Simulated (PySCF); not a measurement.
PySCF input file for C4H10BN, SMILES B1(NC)CCC1, TDDFT-PBE/def2-SVPD. Coordinates come from a PBE0-D3(BJ)/def2-SVP optimisation. The geometry has at least one imaginary mode, so it is a saddle point at that level. The structure was generated by enumeration, and PubChem lists no compound with its InChIKey, so it may never have been made. Other conformers were not sampled.

```python
import numpy as np
from pyscf import gto, scf, dft, tdscf

mol = gto.M(
    atom='''
    C     0.29778126   -2.48926687   -0.00000000
    N    -0.60090364   -1.36358590    0.00000000
    B    -0.24225453   -0.02022285   -0.00000000
    C    -1.06862089    1.34103494    0.00000000
    C     0.31281949    2.05848951   -0.00000000
    C     1.15321565    0.74817451   -0.00000000
    H     0.16538084   -3.12773913   -0.89068417
    H     1.33460472   -2.12583465   -0.00000000
    H     0.16538084   -3.12773914    0.89068417
    H    -1.58569752   -1.60569679    0.00000000
    H    -1.69114100    1.54061347    0.88771424
    H    -1.69114101    1.54061347   -0.88771424
    H     0.48178934    2.69003695   -0.88618976
    H     0.48178934    2.69003694    0.88618977
    H     1.79272976    0.61066593   -0.88759496
    H     1.79272976    0.61066592    0.88759497
    ''',
    basis='def2-SVPD',
    charge=0,
    spin=0,
    symmetry=True,
    max_memory=1600,
    verbose=4,
)
mf = dft.RKS(mol, xc='pbe').density_fit(auxbasis='def2-universal-jkfit')
mf.grids.level = 3
mf.conv_tol = 1e-9
mf.max_cycle = 100
mf.kernel()
mf.grids = dft.Grids(mol).set(level=1).build(with_non0tab=True)  # coarser grid for the response kernel
td = tdscf.TDDFT(mf)
td.singlet = True
td.nstates = 10
td.conv_tol = 1e-4
td.positive_eig_threshold = 1e-6
td.kernel(x0=td.get_init_guess(mf, 15))
td.analyze()
tt = tdscf.TDA(mf)
tt.singlet = False
tt.nstates = 4
tt.conv_tol = 1e-4
tt.positive_eig_threshold = 1e-6
tt.kernel(x0=tt.get_init_guess(mf, 9))
tt.analyze(verbose=3)
```

Program output:

```
PySCF version 2.14.0

[INPUT] verbose = 4
[INPUT] num. atoms = 16
[INPUT] num. electrons = 46
[INPUT] charge = 0
[INPUT] spin (= nelec alpha-beta = 2S) = 0
[INPUT] symmetry True subgroup None
[INPUT] Mole.unit = angstrom
[INPUT] Symbol           X                Y                Z      unit          X                Y                Z       unit  Magmom
[INPUT]  1 C      0.297781260000  -2.489266870000   0.000000000000 AA    0.562725026428  -4.704032635253   0.000000000000 Bohr   0.0
[INPUT]  2 N     -0.600903640000  -1.363585900000   0.000000000000 AA   -1.135543306854  -2.576803898319   0.000000000000 Bohr   0.0
[INPUT]  3 B     -0.242254530000  -0.020222850000   0.000000000000 AA   -0.457794714135  -0.038215647958   0.000000000000 Bohr   0.0
[INPUT]  4 C     -1.068620890000   1.341034940000   0.000000000000 AA   -2.019400813089   2.534188760073   0.000000000000 Bohr   0.0
[INPUT]  5 C      0.312819490000   2.058489510000   0.000000000000 AA    0.591143162526   3.889981404190   0.000000000000 Bohr   0.0
[INPUT]  6 C      1.153215650000   0.748174510000   0.000000000000 AA    2.179261741062   1.413844917281   0.000000000000 Bohr   0.0
[INPUT]  7 H      0.165380840000  -3.127739130000  -0.890684170000 AA    0.312524493851  -5.910570344785  -1.683149144786 Bohr   0.0
[INPUT]  8 H      1.334604720000  -2.125834650000   0.000000000000 AA    2.522037405352  -4.017245274611   0.000000000000 Bohr   0.0
[INPUT]  9 H      0.165380840000  -3.127739140000   0.890684170000 AA    0.312524493851  -5.910570363683   1.683149144786 Bohr   0.0
[INPUT] 10 H     -1.585697520000  -1.605696790000   0.000000000000 AA   -2.996534029202  -3.034327172193   0.000000000000 Bohr   0.0
[INPUT] 11 H     -1.691141000000   1.540613470000   0.887714240000 AA   -3.195793328023   2.911337522116   1.677536790476 Bohr   0.0
[INPUT] 12 H     -1.691141010000   1.540613470000  -0.887714240000 AA   -3.195793346920   2.911337522116  -1.677536790476 Bohr   0.0
[INPUT] 13 H      0.481789340000   2.690036950000  -0.886189760000 AA    0.910449902335   5.083433100460  -1.674655940794 Bohr   0.0
[INPUT] 14 H      0.481789340000   2.690036940000   0.886189770000 AA    0.910449902335   5.083433081563   1.674655959691 Bohr   0.0
[INPUT] 15 H      1.792729760000   0.610665930000  -0.887594960000 AA    3.387768261757   1.153991361303  -1.677311383944 Bohr   0.0
[INPUT] 16 H      1.792729760000   0.610665920000   0.887594970000 AA    3.387768261757   1.153991342406   1.677311402842 Bohr   0.0

nuclear repulsion = 221.705244800884
point group symmetry = Cs
symmetry origin: [-7.72329061e-17 -1.64324008e-09  8.21620047e-10]
symmetry axis x: [1.000000e+00 1.287684e-10 1.074692e-09]
symmetry axis y: [ 1.28768400e-10 -1.00000000e+00 -4.89073333e-11]
symmetry axis z: [-1.07469200e-09 -4.89075587e-11  1.00000000e+00]
num. orbitals of irrep A' = 128
num. orbitals of irrep A" = 72
number of shells = 88
number of NR pGTOs = 280
number of NR cGTOs = 200
basis = def2-SVPD
ecp = {}


[settings echo left out]
init E= -237.812377665299
HOMO (A") = -0.309948840741002  LUMO (A") = -0.0902167104780199  gap/eV = 5.97922
cycle= 1 E= -237.46215829407  delta_E= 0.35  |g|= 0.627  |ddm|= 6.39
HOMO (A') = -0.105740595496529  LUMO (A') = 0.0128676139381434  gap/eV = 3.22749
cycle= 2 E= -237.254250972553  delta_E= 0.208  |g|= 1.07  |ddm|= 2.86
HOMO (A") = -0.227406901073324  LUMO (A") = -0.0132758247680394  gap/eV = 5.82680
cycle= 3 E= -237.575417988467  delta_E= -0.321  |g|= 0.0794  |ddm|= 2.01
HOMO (A") = -0.228641360315897  LUMO (A") = -0.00864990080833644  gap/eV = 5.98627
cycle= 4 E= -237.576659981575  delta_E= -0.00124  |g|= 0.0396  |ddm|= 0.217
HOMO (A") = -0.22597593619135  LUMO (A") = -0.00947099384609351  gap/eV = 5.89140
cycle= 5 E= -237.576999504959  delta_E= -0.00034  |g|= 0.0159  |ddm|= 0.0607
HOMO (A") = -0.227505539403715  LUMO (A") = -0.00950480242487173  gap/eV = 5.93210
cycle= 6 E= -237.577053610424  delta_E= -5.41e-05  |g|= 0.00664  |ddm|= 0.025
HOMO (A") = -0.227022481572451  LUMO (A") = -0.00940928670973157  gap/eV = 5.92156
cycle= 7 E= -237.577063447971  delta_E= -9.84e-06  |g|= 0.000541  |ddm|= 0.00708
HOMO (A") = -0.227044429290988  LUMO (A") = -0.00942548509856528  gap/eV = 5.92171
cycle= 8 E= -237.577063509821  delta_E= -6.19e-08  |g|= 0.000246  |ddm|= 0.00141
HOMO (A") = -0.227057784690192  LUMO (A") = -0.00944547167131421  gap/eV = 5.92153
cycle= 9 E= -237.577063524209  delta_E= -1.44e-08  |g|= 7.21e-05  |ddm|= 0.000436
HOMO (A") = -0.227058778933159  LUMO (A") = -0.00944344309437206  gap/eV = 5.92161
cycle= 10 E= -237.577063525612  delta_E= -1.4e-09  |g|= 1.08e-05  |ddm|= 0.000161
HOMO (A") = -0.227058119722321  LUMO (A") = -0.00944293102547028  gap/eV = 5.92161
cycle= 11 E= -237.577063525637  delta_E= -2.54e-11  |g|= 5.39e-06  |ddm|= 4.02e-05
HOMO (A") = -0.227058511642196  LUMO (A") = -0.00944327181511717  gap/eV = 5.92161
Extra cycle  E= -237.577063525631  delta_E= 6.25e-12  |g|= 7.63e-06  |ddm|= 2.08e-05
converged SCF energy = -237.577063525631
tot grids = 55744
Overwritten attributes  positive_eig_threshold  of <class 'pyscf.tdscf.rks.CasidaTDDFT'>


******** <class 'pyscf.tdscf.rks.CasidaTDDFT'> for <class 'pyscf.df.df_jk.DFSymAdaptedRKS'> ********
nstates = 10 singlet
deg_eia_thresh = 1.000e-03
wfnsym = None
conv_tol = 0.0001
eigh lindep = 1e-12
eigh level_shift = 0
eigh max_cycle = 100


Excitation energies (eV)
[5.97701942 6.12586483 6.27526013 6.40089345 6.51885741 6.70350488
 6.7035702  6.85915766 6.8673392  6.97934526]

** Singlet excitation energies and oscillator strengths **
Excited State   1:   A"      5.97702 eV    207.43 nm  f=0.0000
      23 -> 25       -0.70612
Excited State   2:   A'      6.12586 eV    202.39 nm  f=0.0208
      22 -> 25       -0.70512
Excited State   3:   A"      6.27526 eV    197.58 nm  f=0.0000
      22 -> 24        0.70465
Excited State   4:   A'      6.40089 eV    193.70 nm  f=0.0043
      21 -> 25       -0.69008
      23 -> 24        0.14604
Excited State   5:   A"      6.51886 eV    190.19 nm  f=0.0004
      21 -> 24        0.70265
Excited State   6:   A'      6.70350 eV    184.95 nm  f=0.1806
      21 -> 25       -0.13816
      22 -> 26        0.13816
      23 -> 24       -0.64859
      23 -> 30       -0.13067
Excited State   7:   A"      6.70357 eV    184.95 nm  f=0.0023
      23 -> 26       -0.70517
Excited State   8:   A'      6.85916 eV    180.76 nm  f=0.0671
      22 -> 26        0.69224
      23 -> 24        0.12558
Excited State   9:   A"      6.86734 eV    180.54 nm  f=0.0090
      23 -> 27        0.70556
Excited State  10:   A'      6.97935 eV    177.64 nm  f=0.0018
      22 -> 27        0.70549

** Transition electric dipole moments (AU) **
state          X           Y           Z        Dip. S.      Osc.
  1         0.0000     -0.0000     -0.0052      0.0000      0.0000
  2         0.3572      0.1062      0.0000      0.1389      0.0208
  3        -0.0000     -0.0000      0.0056      0.0000      0.0000
  4        -0.1646     -0.0112      0.0000      0.0272      0.0043
  5        -0.0000     -0.0000     -0.0471      0.0022      0.0004
  6        -0.1994     -1.0296     -0.0000      1.0999      0.1806
  7        -0.0000     -0.0000     -0.1190      0.0142      0.0023
  8        -0.3113      0.5497      0.0000      0.3991      0.0671
  9        -0.0000     -0.0000      0.2310      0.0534      0.0090
 10         0.0269      0.0990      0.0000      0.0105      0.0018

** Transition velocity dipole moments (imaginary part, AU) **
state          X           Y           Z        Dip. S.      Osc.
  1        -0.0000      0.0000     -0.0059      0.0000      0.0001
  2         0.0833      0.0244     -0.0000      0.0075      0.0223
  3         0.0000      0.0000      0.0012      0.0000      0.0000
  4        -0.0400     -0.0069      0.0000      0.0016      0.0047
  5        -0.0000      0.0000     -0.0162      0.0003      0.0007
  6        -0.0490     -0.2519     -0.0000      0.0659      0.1782
  7         0.0000     -0.0000     -0.0322      0.0010      0.0028
  8        -0.0794      0.1403      0.0000      0.0260      0.0687
  9         0.0000      0.0000      0.0635      0.0040      0.0106
 10         0.0058      0.0282      0.0000      0.0008      0.0022

** Transition magnetic dipole moments (imaginary part, AU) **
state          X           Y           Z
  1         0.1927      0.3952      0.0000
  2         0.0000     -0.0000     -0.0386
  3         0.3320      1.1809      0.0000
  4         0.0000      0.0000      0.1183
  5         0.3809     -0.0986      0.0000
  6        -0.0000     -0.0000     -0.2570
  7        -0.2752     -0.1773     -0.0000
  8         0.0000      0.0000      0.3673
  9         0.3340      0.0712      0.0000
 10         0.0000     -0.0000      0.2522
Overwritten attributes  positive_eig_threshold  of <class 'pyscf.tdscf.rks.TDA'>


******** <class 'pyscf.tdscf.rks.TDA'> for <class 'pyscf.df.df_jk.DFSymAdaptedRKS'> ********
nstates = 4 triplet
deg_eia_thresh = 1.000e-03
wfnsym = None
conv_tol = 0.0001
eigh lindep = 1e-12
eigh level_shift = 0
eigh max_cycle = 100


Excitation energies (eV)
[5.39799847 5.69552201 5.86414734 6.01552607]

** Triplet excitation energies and oscillator strengths **
Excited State   1:   A'      5.39800 eV    229.69 nm  f=0.0000
Excited State   2:   A"      5.69552 eV    217.69 nm  f=0.0000
Excited State   3:   A"      5.86415 eV    211.43 nm  f=0.0000
Excited State   4:   A"      6.01553 eV    206.11 nm  f=0.0000
```

The calculation finished and met its thresholds.
